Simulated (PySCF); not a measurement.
Computed spin Hamiltonian

C2H11Si4 (doublet state).
SMILES with atom numbers: `[CH2:1]=[CH:2][SiH2:3][SiH2:4][SiH:5][SiH3:6]` (hydrogens: H7, H8 on C1; H9 on C2; H10, H11 on Si3; H12, H13 on Si4; H14 on Si5; H15, H16, H17 on Si6)

Cartesian coordinates in Å at the GFN2-xTB level; atoms count from 1:
```xyz
17
C2H11Si4 angstrom
C      2.9244    1.1348    0.4720
C      1.6181    1.0608    0.2756
Si     0.8014    0.6041   -1.3537
Si    -0.1195   -1.5122   -1.1343
Si    -1.5296   -1.6925    0.6807
Si    -2.5824    0.0866    1.6773
H      3.3638    1.3826    1.4271
H      3.6237    0.9520   -0.3287
H      0.9610    1.2536    1.1167
H      1.8073    0.7549   -2.4113
H     -0.2328    1.6165   -1.6181
H     -0.7244   -1.8996   -2.4258
H      0.9577   -2.5122   -0.9823
H     -2.4630   -2.8351    0.5607
H     -1.7320    1.2757    1.5435
H     -3.8959    0.4812    1.1504
H     -2.7846   -0.1392    3.1134
```

The hyperfine couplings belong to this conformer and change with its torsions.

Theory: UKS B3LYP, pcH-1 on C H Si, non-relativistic, mean-field spin-orbit, GIAO (PySCF). One conformer (not necessarily the lowest) at the GFN2-xTB geometry, without solvent, vibrations or thermal averaging. A GFN2-xTB geometry isn't a minimum of the functional, and hyperfine couplings can be far from their values at a DFT geometry, by a factor of two or more for some ions and for spin on atoms past the first row. No stability test was run, so a lower SCF solution isn't excluded.

* g1, g2, g3: 2.00229, 2.00527, 2.00740
* g_iso: 2.00499
* Form of g: rhombic: the two nearest values differ by 42 % of g3 − g1
* ⟨S²⟩: 0.7530 (exact 0.7500)
* α and β electrons: 40, 39
* HOMO–LUMO gap, α and β orbitals: 5.19, 4.19 eV

Hyperfine couplings atom by atom, in MHz; T1 to T3 are the principal values of the dipolar part:

```json
{"atom": "C1", "isotope": "13C", "a_iso": "0.3", "of which spin–orbit": "0.0", "T1": "-0.3", "T2": "-0.1", "T3": "0.5", "Mulliken spin population": "0.00"}
{"atom": "C2", "isotope": "13C", "a_iso": "0.1", "of which spin–orbit": "0.0", "T1": "-0.3", "T2": "-0.2", "T3": "0.5", "Mulliken spin population": "0.00"}
{"atom": "Si3", "isotope": "29Si", "a_iso": "-1.6", "of which spin–orbit": "0.0", "T1": "-0.5", "T2": "0.1", "T3": "0.4", "Mulliken spin population": "0.00"}
{"atom": "Si4", "isotope": "29Si", "a_iso": "1.1", "of which spin–orbit": "0.0", "T1": "-3.2", "T2": "0.5", "T3": "2.7", "Mulliken spin population": "-0.01"}
{"atom": "Si5", "isotope": "29Si", "a_iso": "-280.4", "of which spin–orbit": "0.9", "T1": "-173.5", "T2": "86.4", "T3": "87.1", "Mulliken spin population": "0.98"}
{"atom": "Si6", "isotope": "29Si", "a_iso": "1.2", "of which spin–orbit": "0.0", "T1": "-3.3", "T2": "0.1", "T3": "3.2", "Mulliken spin population": "-0.01"}
{"atom": "H7", "isotope": "1H", "a_iso": "-0.2", "of which spin–orbit": "0.0", "T1": "-0.5", "T2": "-0.3", "T3": "0.8", "Mulliken spin population": "0.00"}
{"atom": "H8", "isotope": "1H", "a_iso": "-0.2", "of which spin–orbit": "0.0", "T1": "-0.4", "T2": "-0.3", "T3": "0.7", "Mulliken spin population": "0.00"}
{"atom": "H9", "isotope": "1H", "a_iso": "0.4", "of which spin–orbit": "0.0", "T1": "-1.2", "T2": "-1.1", "T3": "2.4", "Mulliken spin population": "0.00"}
{"atom": "H10", "isotope": "1H", "a_iso": "2.1", "of which spin–orbit": "0.0", "T1": "-0.6", "T2": "-0.4", "T3": "1.0", "Mulliken spin population": "0.00"}
{"atom": "H11", "isotope": "1H", "a_iso": "-0.1", "of which spin–orbit": "0.0", "T1": "-0.9", "T2": "-0.8", "T3": "1.7", "Mulliken spin population": "0.00"}
{"atom": "H12", "isotope": "1H", "a_iso": "55.1", "of which spin–orbit": "0.0", "T1": "-2.1", "T2": "-0.5", "T3": "2.6", "Mulliken spin population": "0.03"}
{"atom": "H13", "isotope": "1H", "a_iso": "27.5", "of which spin–orbit": "0.0", "T1": "-2.4", "T2": "-1.2", "T3": "3.7", "Mulliken spin population": "0.01"}
{"atom": "H14", "isotope": "1H", "a_iso": "-18.1", "of which spin–orbit": "0.0", "T1": "-10.3", "T2": "2.3", "T3": "8.0", "Mulliken spin population": "-0.03"}
{"atom": "H15", "isotope": "1H", "a_iso": "-2.0", "of which spin–orbit": "0.0", "T1": "-2.2", "T2": "-1.3", "T3": "3.5", "Mulliken spin population": "0.00"}
{"atom": "H16", "isotope": "1H", "a_iso": "69.1", "of which spin–orbit": "0.0", "T1": "-2.2", "T2": "-0.4", "T3": "2.5", "Mulliken spin population": "0.03"}
{"atom": "H17", "isotope": "1H", "a_iso": "17.9", "of which spin–orbit": "0.0", "T1": "-2.4", "T2": "-1.2", "T3": "3.5", "Mulliken spin population": "0.01"}
```

The largest Mulliken spin population is on Si5 (+0.98). The angles at Si5 add up to 346.8°, so it is slightly pyramidal.

Under fast tumbling the dipolar parts average out, and these isotropic splittings remain: 2 × 1H (H12/H13, I = 1/2, 3 lines) with 1.47 mT, 3 × 1H (H15/H16/H17, I = 1/2, 4 lines) with 1.01 mT, 1 × 1H (H14, I = 1/2, 2 lines) with 0.65 mT and 2 × 1H (H10/H11, I = 1/2, 3 lines) with 0.04 mT.

Nuclei that the bonding pattern makes equivalent are averaged, as if the motion that swaps them (rotation, inversion, ring flip) were fast. The three 1H nuclei of mean +28.4 MHz run from -2.0 to 69.1 MHz in the frozen geometry. The 1H value of +41.3 MHz is a mean of couplings from 27.5 to 55.1 MHz in this one geometry, not an average over conformers.

The 29Si coupling of Si5 (-280.4 MHz) shows only in satellite lines or after enrichment, since that isotope makes up about 4.7 % of natural silicon.

Examples of negative spin density at the nucleus (bohr⁻³): H14 (-0.0041), Si6 (-0.0014) and Si4 (-0.0012).

Hardware: one thread, Arm Neoverse V1 (aarch64), shared host. Cost: 1.8 min of wall time (with the writing of density and orbital grids), 1.1 GiB resident at most.
